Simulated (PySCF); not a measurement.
Molecule: SMILES O=S(=O)(O)C(F)(F)F, CHF$_{3}$O$_{3}$S.

Atoms are numbered as in `[O:1]=[S:2](=[O:3])([OH:4])[C:5]([F:6])([F:7])[F:8]`. Hydrogens are named by the atom that carries them.

Geometry PBE0-D3(BJ)/def2-SVP throughout; GIAO in PySCF 2.14, gas phase, one conformer, non-relativistic; equivalent atoms averaged; functional PBE0.

(1) How do the shifts δ (against H2O, CS2, TMS, CFCl3 at the same level) depend on the basis set? (ppm; last column core-seconds on shared hosts with different chips, so compare them loosely)

(2) Which nucleus moves most, in ppm?

(3) Taking the largest basis, pcSseg-2 (309 functions), as the yardstick, rank the others by their worst heavy-atom deviation.

Results:

(1) 
```
    basis set  functions  O1/O3     O4     S2     C5  F6/F7/F8  H(O4)  core-s
       STO-3G         45  134.6   78.4  -17.7   91.8     -77.6   1.04     3.6
     pcSseg-0         78  247.9  195.5  360.7  148.1     -79.1   4.05     6.1
        6-31G         78  200.7  177.9  281.3  128.7     -87.0   4.01     7.3
       6-31G*        118  181.6  168.1  289.0  118.8     -84.6   4.47      10
      cc-pVDZ        121  210.4  187.4  283.9  123.7     -83.0   4.08      24
     def2-SVP        121  213.1  187.3  312.2  124.6     -71.4   4.34      20
     pcSseg-1        148  227.2  201.2  309.0  125.1     -87.6   4.92      12
  aug-cc-pVDZ        197  200.9  182.4  288.1  122.1     -81.6   4.73      46
6-311+G(2d,p)        230  219.9  195.0  332.1  124.1     -86.3   4.92      25
      cc-pVTZ        258  216.7  194.7  311.7  126.4     -83.4   4.93      63
    def2-TZVP        260  223.1  198.5  346.8  127.0     -83.5   4.84      66
     IGLO-III        299  227.2  200.6  338.9  128.0     -85.2   5.12      79
     pcSseg-2        309  221.2  197.0  336.1  129.2     -85.7   5.11      73
```

(2) S2 (sulfonyl sulfur): from -17.7 ppm with STO-3G to 360.7 ppm with pcSseg-0. The smallest spread is 4.07 ppm, at H(O4). Proton shifts span only some 12 ppm, so a few tenths of a ppm matter as much there as several ppm in carbon.

(3) 6-311+G(2d,p) 5.1 ppm (230 functions), IGLO-III 6.1 ppm (299 functions), def2-TZVP 10.7 ppm (260 functions), def2-SVP 23.8 ppm (121 functions), cc-pVTZ 24.3 ppm (258 functions), pcSseg-0 26.8 ppm (78 functions), pcSseg-1 27.0 ppm (148 functions), 6-31G* 47.0 ppm (118 functions), aug-cc-pVDZ 47.9 ppm (197 functions), cc-pVDZ 52.2 ppm (121 functions), 6-31G 54.8 ppm (78 functions), STO-3G 353.7 ppm (45 functions).

A small basis that lands close on one nucleus may do so by chance; judge by the trend and by all nuclei.
